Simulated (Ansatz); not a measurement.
Energy needed to pull apart CHAlClN (SMILES N#[C][AlH][Cl]), singlet, into free ground-state atoms, from the structure below (displaced at random from a GFN2-xTB minimum); no zero-point or spin–orbit terms; open-shell atoms are treated unrestricted, in their ground-state multiplicity.

```
5
angstrom
N 1.3845 -1.2354 1.3814
C 0.9171 -0.6780 0.6576
Al -0.3628 0.5229 -0.4872
Cl -2.0228 -0.2941 -1.1112
H 0.4518 1.9644 -0.5051
```

Program: Ansatz 0.2.0. Basis: def2-TZVPP. Cores are frozen in the correlated methods.

| method | atomization energy (kcal/mol) |
| --- | --- |
| PBE-D4 | 427.0 |
| BLYP-D4 | 416.9 |
| r2SCAN-D4 | 416.1 |
| PBE0-D4 | 415.8 |
| CAM-B3LYP-D4 | 418.4 |
| wB97M-V | 421.3 |
| HF | ? |
| MP2 | 416.1 |
| CCSD | ? |
| CCSD(T) | 398.0 |

Task: What does CCSD give? (Judge from chemistry; the value comes from the calculation.)

Result: By the calculation: 388.8 kcal/mol, which is about 9.2 kcal/mol less than CCSD(T)/def2-TZVPP.

Task: What does HF give? (An estimate is asked for; the value comes from the calculation.)

Result: By the calculation: 282.7 kcal/mol, which is about 115.3 kcal/mol less than CCSD(T)/def2-TZVPP.

In triple zeta the MP2 and coupled-cluster atomization energies are still short of their basis limit by a few kcal/mol a bond, whereas those of the functionals are nearly converged, so these differences are not deviations from converged CCSD(T).

T1 diagnostic: at most 0.011.

For scale, one of the runs: CCSD(T)/def2-TZVPP forces, 160 basis functions (an equivalent command: `ansatz run in.yaml --threads 4`). Time: 57 s of wall clock on 4 CPU threads; the host was shared. Peak host memory: 2 GiB.
